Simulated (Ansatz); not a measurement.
Mulliken charges of `[SiH3]C[TeH]` from ωB97M-V/def2-TZVPP in Ansatz (PBE0-D4/def2-TZVP geometry).

| atom | x (Å) | y (Å) | z (Å) | charge (e) |
| --- | --- | --- | --- | --- |
| Si1 | -0.552 | 0.802 | -0.901 | 0.139 |
| C2 | 0.492 | -0.410 | 0.073 | -0.471 |
| Te3 | -0.279 | -0.672 | 2.062 | 0.073 |
| H4 | -1.953 | 0.313 | -0.988 | -0.015 |
| H5 | -0.003 | 0.946 | -2.276 | -0.024 |
| H6 | -0.549 | 2.130 | -0.235 | -0.015 |
| H7 | 1.515 | -0.042 | 0.156 | 0.164 |
| H8 | 0.498 | -1.384 | -0.417 | 0.164 |
| H9 | 0.919 | -1.729 | 2.508 | -0.013 |

Question: By hand: the dipole of these point charges (1 e Å = 4.8032 D).

Answer: Σ q r = (0.027, -0.015, -0.012) e Å, of length 0.033 e Å = 0.16 D.

Question: How does the dipole of the full density compare? (An estimate is asked.)

Answer: Computed: (0.168, -0.073, -0.124) e Å, 1.06 D; the point charges give 0.15 times that, at 14° from its direction.

Point charges leave out the atoms' own dipoles, such as those of lone pairs, and Mulliken's split depends on the basis, so the two needn't agree.
